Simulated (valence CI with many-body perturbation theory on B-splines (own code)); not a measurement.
Kr4+: E2, E3, M1, M2 decay

Level of theory: valence CI with perturbative core correlation (CI+MBPT): four valence electrons over a frozen Dirac-Fock core [Ar] 3d10, radial functions for each j: 11 s, 11 p, 9 d, 7 f, 5 g, 2 h, 1 i, with the one-electron correlation potential Σ1, the two-electron term Σ2, the three-electron term Σ3, Breit, model QED; selected CI, second order for the rest, scaled by the run's own slope (own B-spline code, finite nucleus).

Set against measurement, 35 paired levels are off by 129 cm⁻¹ on average, the worst by 744. These come from a selection out of Saloman, J. Phys. Chem. Ref. Data 36, 215 (2007). Levels without a partner in it may be off by more. Among the levels kept, up to 390 cm⁻¹ of a level comes from second order outside the variational space, and about a tenth of that is noise between levels of different J, which matters for small intervals. 4 measured levels below the end of the list, from 307667 cm⁻¹ on, found no clear computed partner, and computed levels of the same name lie up to 40129 cm⁻¹ from them.

Lines 1 to 16 of 16 in falling wavelength, among levels below 329140 cm⁻¹, chosen from the decays that carry over 1 % of a level's rate. Wavelengths and rates use the calculated energies, so an error of 100 cm⁻¹ moves a line at 8237 Å by 0.82 % and its rate by three times that or more. Electric multipoles are in the length gauge, E1 and E2 with the static RPA response of the core. S is in atomic units (e²a₀⁴ for E2 and M2, e²a₀⁶ for E3), for M1 in squared Bohr magnetons. Weak lines are less certain than strong ones. Lines between different terms over intervals too small for the method are left out, as are lines whose strength nearly cancels.

```tsv
λ vac (Å)	λ from measured levels	Upper	Lower	Type	A (s⁻¹)	S (a.u.)
26750	26720	4s²4p² ³P_1	4s²4p² ³P_0	M1	9.13e-01	1.94e+00
25980	25960	4s²4p² ³P_2	4s²4p² ³P_1	M1	7.03e-01	2.28e+00
24180		4s²4p4d ³F°_4	4s²4p4d ³F°_3	M1	1.42e+00	6.70e+00
8237	8246	4s²4p² ¹D_2	4s²4p² ³P_2	M1	5.96e+00	6.17e-01
6254	6258	4s²4p² ¹D_2	4s²4p² ³P_1	M1	4.98e+00	2.26e-01
5127	5133	4s²4p² ¹S_0	4s²4p² ¹D_2	E2	3.54e+00	1.12e+01
3160	3164	4s²4p² ¹S_0	4s²4p² ³P_2	E2	1.72e+00	4.85e-01
2817	2820	4s²4p² ¹S_0	4s²4p² ³P_1	M1	7.82e+01	6.49e-02
2070		4s²4p4d ³F°_4	4s4p³ ³P°_2	E2	6.63e+00	2.03e+00
1516		4s²4p4d ³F°_4	4s4p³ ³D°_3	M1	6.68e-01	7.76e-04
1516		4s²4p4d ³F°_4	4s4p³ ³D°_3	E2	2.16e-01	1.39e-02
1488		4s²4p4d ³F°_4	4s4p³ ³D°_2	E2	1.04e+00	6.09e-02
1007		4s²4p4d ³F°_4	4s4p³ ⁵S°_2	E2	1.32e+00	1.10e-02
564.7		4s²4p4d ³F°_4	4s²4p² ¹D_2	M2	4.50e+00	2.08e-03
528.5		4s²4p4d ³F°_4	4s²4p² ³P_2	E3	2.47e-01	8.13e+01
518.0		4s²4p4d ³F°_4	4s²4p² ³P_1	E3	1.82e-01	5.22e+01
```
